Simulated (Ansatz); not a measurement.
Reaction (substitution at a C–C bond): `C/C=C/CCl` + `COB(C)O` → `COB(C)OC` + `C=CCCl`

Calculated with Ansatz (gas phase, PBE0-D4/def2-TZVP geometries, no zero-point term in ΔE). CCSD(T)/CBS is the MP2 limit (def2-TZVPP, def2-QZVPP) plus CCSD(T) − MP2 in def2-TZVPP, frozen cores. Each species was taken in one conformer, which may not be the lowest.

```
    species  MP2/def2-QZVPP energy (Eh)
`C/C=C/CCl`                  -616.04455
  `COB(C)O`                  -255.44833
 `COB(C)OC`                  -294.66080
   `C=CCCl`                  -576.80443
```

(1) Work out ΔE.

Largest T1 diagnostic among the species: 0.012.

## Answers

(1) ΔE = (-294.66080) + (-576.80443) − (-616.04455) − (-255.44833) = 0.02765 Eh = +17.4 kcal/mol. CCSD(T)/CBS gives +15.9 kcal/mol.

In def2-TZVPP, CCSD(T) changes the Hartree–Fock value by +1.7 kcal/mol (the triples alone add +0.1 kcal/mol) and MP2 by +3.3 kcal/mol.
